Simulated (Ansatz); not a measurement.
An input meant for TaO₂⁻ (charge -1, quintet).

```yaml
crystal:
  periodic: [false, false, false]
  atoms:
    - {symbol: Ta, position_ang: [0.675371, -0.153704, -0.047427]}
    - {symbol: O, position_ang: [-0.628407, -1.250092, 0.184179]}
    - {symbol: O, position_ang: [-0.046964, 1.403796, -0.136762]}
basis:
  gaussian: {orbitals: def2-mTZVP, fitting: {mean_field: cc-pVTZ-jkfit}}
total_charge: -1
magnetization: {spin_polarized: true, initial_magnetization: 4}
hamiltonian: {xc: {name: wB97}, pseudopotentials: {relativity: none}}
scf: {lower_state_search: light}
```

```sh
$ ansatz run in.yaml --threads 4 --pin off --events-out ev --progress --plain --max-ram 3916MiB
```

It prints (some lines left out):

```
Functional definition: wB97
Error: [file] the basis set cc-pVTZ-JKFIT has no functions for Ta
```

In the def2 sets Ta takes a core potential; there is no spin–orbit coupling. The highest occupied level of an anion often lies above zero with these methods, and sets without diffuse functions describe the outer electron poorly.
